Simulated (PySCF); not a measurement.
# Excitation energy of Sc by level of theory

Sc [Ar] 3d1 4s2 (2D) → Sc [Ar] 4s2 5s1 (2S), as a difference of total energies. Computed with PySCF 2.14 in aug-cc-pVTZ with one added diffuse shell each of s, p, d, f, g type (9s8p6d4f3g, 118 functions), with no relativity, point nucleus. Correlated levels: valence: [Ar] frozen. The calculations carry no spin-orbit coupling.

```json
{"method": "UHF", "excitation energy (eV)": "5.351"}
{"method": "LDA", "excitation energy (eV)": "6.496"}
{"method": "PBE", "excitation energy (eV)": "6.500"}
{"method": "PBE0", "excitation energy (eV)": "6.318"}
{"method": "M06", "excitation energy (eV)": "5.807"}
{"method": "r2SCAN0", "excitation energy (eV)": "6.556"}
{"method": "PBEsol", "excitation energy (eV)": "6.480"}
{"method": "MP2 (valence)", "excitation energy (eV)": "5.339"}
{"method": "SCS-MP2 (valence)", "excitation energy (eV)": "5.312"}
```

A first-order spin-orbit estimate (lowest level to lowest level, LS coupling) adds 0.017 eV.

The promoted electron is Rydberg-like, and one or two diffuse shells describe it only roughly, which tends to raise the upper state.
